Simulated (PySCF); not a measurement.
Consider 1,1-dichloro-1-fluoroethane, `CC(F)(Cl)Cl` (C2H3Cl2F). Numbering: `[CH3:1][C:2]([F:3])([Cl:4])[Cl:5]`

Energies: M06-2X/def2-TZVP (PySCF, density fitting, integration grid level 3) on PBE0-D3(BJ)/def2-SVP structures. Zero-point and thermal terms (298.15 K, 1 bar) come from unscaled PBE0-D3(BJ)/def2-SVP harmonic frequencies, with soft modes damped to free rotors in the entropy.

Task: Rank these bonds by dissociation enthalpy, weakest first.
A. C2–Cl4
B. C1–C2
C. C2–F3

Result: A (336 kJ/mol), B (386 kJ/mol), C (461 kJ/mol).

Task: For C1–C2, what are ΔE (electronic) and ΔG(298 K) of the homolysis?

Result: ΔE = 407 and ΔG = 333 kJ/mol, beside ΔH = 386 kJ/mol. The radicals are CH3• and `F[C](Cl)Cl`.

Caveats: spin-orbit coupling is left out of the energies, which matters for open shells on the heavier atoms.

---

Consider `[GeH3][O][GeH3]` (Ge2H6O). Non-hydrogen atoms are numbered in `[GeH3:1][O:2][GeH3:3]`.

These are calculated values, M06-2X/def2-TZVP in PySCF (grid level 3) at geometries from PBE0-D3(BJ)/def2-SVP. Thermal corrections: PBE0-D3(BJ)/def2-SVP frequencies, unscaled, ideal gas at 298.15 K and 1 bar, quasi-RRHO entropy.

Problem. Rank these bonds by dissociation enthalpy, weakest first.
A. Ge1–H
B. Ge1–O2

Solution. A (336 kJ/mol), B (433 kJ/mol).

Problem. For Ge1–O2, what are ΔE (electronic) and ΔG(298 K) of the homolysis?

Solution. ΔE = 447 and ΔG = 386 kJ/mol, beside ΔH = 433 kJ/mol. The radicals are GeH3• and `[O][GeH3]`.

Known limits: spin-orbit coupling is left out of the energies, which matters for open shells on the heavier atoms; atoms from Ga to Kr are treated without relativity.

---

Consider disilanol, `O[SiH2][SiH3]` (H6OSi2). Numbering: `[OH:1][SiH2:2][SiH3:3]`

Computed at M06-2X/def2-TZVP // PBE0-D3(BJ)/def2-SVP with PySCF (density fitting, grid level 3). Thermal corrections: PBE0-D3(BJ)/def2-SVP frequencies, unscaled, ideal gas at 298.15 K and 1 bar, quasi-RRHO entropy.

Task: Rank these bonds by dissociation enthalpy, weakest first.
A. O1–H
B. O1–Si2
C. Si3–H
D. Si2–Si3

Result: D (300 kJ/mol), C (358 kJ/mol), A (467 kJ/mol), B (496 kJ/mol).

Not ranked, since the method can't order them against a listed neighbour: Si2–H (364 kJ/mol).

Task: For Si3–H, what are ΔE (electronic) and ΔG(298 K) of the homolysis?

Result: ΔE = 376 and ΔG = 323 kJ/mol, beside ΔH = 358 kJ/mol. The radicals are `O[SiH2][SiH2]` and H•.

Note: the order of Si3–H and Si2–H is undecided: the gaps lie inside the method's error (some 10 kJ/mol, one structure a species).
